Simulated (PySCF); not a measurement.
C3H8AlCl, SMILES C[CH2][Al]([CH3])[Cl]. Atoms are numbered in the order given.

```xyz
13

Al    -0.4211    -0.3839     0.0000
Cl     1.6768    -0.7419     0.0000
C     -1.5912    -1.9448     0.0000
H     -1.3996    -2.5780     0.8837
H     -1.3996    -2.5780    -0.8837
H     -2.6603    -1.6766     0.0000
C     -1.0165     1.4817     0.0000
C      0.0640     2.5726     0.0000
H     -1.6888     1.6010     0.8727
H     -1.6888     1.6010    -0.8727
H      0.7189     2.4954    -0.8828
H      0.7189     2.4954     0.8828
H     -0.3700     3.5868     0.0000
```

Geometry: B3LYP-D3(BJ)/def2-SVP. The structure was generated by enumeration; whether it is a known compound was not checked. Other conformers were not sampled.

Method: TDA-PBE/def2-SVPD (PySCF).

Vertical excitations. Gas-phase values at a fixed geometry. State labels are in the subgroup Cs.

Computed UV-visible absorptions:
| state | symmetry | energy (eV) | λ (nm) | f | main pairs |
|---|---|---|---|---|---|
| S1 | A" | 4.97 | 250 | 0.000 | HOMO→LUMO 100 % |
| S2 | A' | 5.57 | 223 | 0.095 | HOMO→LUMO+1 97 % |
| S3 | A" | 6.10 | 203 | 0.003 | HOMO−1→LUMO 95 % |
| S4 | A" | 6.47 | 192 | 0.006 | HOMO−3→LUMO 93 % |
| S5 | A' | 6.52 | 190 | 0.011 | HOMO−1→LUMO+1 88 % |
| S6 | A' | 6.62 | 187 | 0.024 | HOMO→LUMO+2 49 %, HOMO−2→LUMO 41 % |
| S7 | A' | 6.69 | 185 | 0.026 | HOMO→LUMO+2 44 %, HOMO−2→LUMO 31 %, HOMO−3→LUMO+1 19 % |
| S8 | A" | 6.76 | 183 | 0.041 | HOMO−2→LUMO+1 97 % |
| S9 | A' | 6.88 | 180 | 0.004 | HOMO−4→LUMO 86 % |
| S10 | A' | 6.94 | 179 | 0.069 | HOMO−3→LUMO+1 66 %, HOMO→LUMO+3 10 % |
| T1 | A" | 4.68 | 265 | 0 | HOMO→LUMO 99 % |
| T2 | A' | 5.15 | 241 | 0 | HOMO→LUMO+1 99 % |
| T3 | A" | 5.82 | 213 | 0 | HOMO−1→LUMO 89 % |
| T4 | A' | 6.00 | 207 | 0 | HOMO−2→LUMO 99 % |
Triplets are in the Tamm–Dancoff approximation.
